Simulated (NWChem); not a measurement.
# C$_{3}$H$_{3}$BF$_{2}$; SMILES C#CB(F)CF

```xyz
9

C      1.3571     2.0668     0.0000
C      0.4844     1.2186     0.0000
B     -0.5792     0.1240     0.0000
F     -1.8654     0.4579     0.0000
C     -0.2524    -1.4157     0.0000
F      1.0876    -1.7030     0.0000
H      2.1277     2.8178     0.0000
H     -0.7329    -1.8845     0.8820
H     -0.7329    -1.8845    -0.8820
```
Atoms are numbered in this order, from 1.

Level: PBE0/def2-SVP (NWChem), optimised geometry, unscaled harmonic frequencies. 

```csv
frequency (cm⁻¹),IR intensity (km/mol)
83,8.8
113,2.9
216,1.7
249,7.3
408,2.7
452,14.3
551,18.9
657,8.1
717,35.3
790,24.3
845,27.2
1116,136.0
1190,112.7
1250,2.4
1304,273.9
1405,76.5
1437,8.8
2198,132.0
3023,16.6
3070,13.2
3476,43.4
```

```json
{
  "zero_point_energy": "35.1 kcal/mol",
  "thermal correction to the enthalpy at 298.15 K (with zero-point energy)": "39.8 kcal/mol",
  "heat capacity Cv": "21.3 cal/(mol K)",
  "entropy at 298.15 K and 1 atm (symmetry number 1)": "80.7 cal/(mol K)",
  "dipole_moment": "0.50 D"
}
```

Rigid rotor and harmonic oscillator; modes under 100 cm⁻¹ make the entropy uncertain.
